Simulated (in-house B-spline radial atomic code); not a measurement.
Configurations of the copper ion Cu⁴⁺, with energies counted from [Ar] 3d7. Method: non-relativistic RPBE, spin-polarised, spherical fractional occupations, point nucleus. Calculated with a B-spline radial code for spherical atoms. Shells without spins written out take the highest spin.

Occupations are held fixed; configurations that lie above the ionisation limit could autoionise.

```
                                              configuration  E - E(ref) (eV)  highest orbital  its <r> (bohr)
                                               [Ar] 3d6 4p1           33.127            4p up           2.058
                     [Ar] 3d(3 up, 3 down) 4f(1 up, 0 down)            64.11            4f up           3.427
                                       [Ne] 3s2 3p5 3d7 4s1           92.142            4s up           1.855
[Ne] 3s2 3p(2 up, 3 down) 3d(5 up, 2 down) 4s(1 up, 0 down)           96.575            4s up           1.859
                                       [Ne] 3s2 3p5 3d7 4p1           102.06            4p up           2.054
                                       [Ne] 3s2 3p5 3d7 4d1           116.61            4d up           2.591
                                       [Ne] 3s2 3p5 3d7 4f1           127.37            4f up           3.403
```

Problem. Order these further configurations by energy, lowest first.
A. [Ne] 3s2 3p(3 up, 2 down) 3d(4 up, 3 down) 4p(0 up, 1 down)
B. [Ar] 3d6 4f1
C. [Ar] 3d6 4d1
D. [Ne] 3s2 3p5 3d8
E. [Ar] 3d(4 up, 3 down)

Solution. E (2.5868 eV), C (47.616 eV), B (58.348 eV), D (68.428 eV), A (106.97 eV).

Problem. How far above the reference does [Ne] 3s2 3p(3 up, 2 down) 3d(2 up, 5 down) 4f(0 up, 1 down) lie?

Solution. 131.66 eV; its least bound orbital is 4f down with <r> = 3.41 bohr.

Problem. How far above the reference does [Ar] 3d6 4s1 lie?

Solution. 23.235 eV; its least bound orbital is 4s up with <r> = 1.858 bohr.
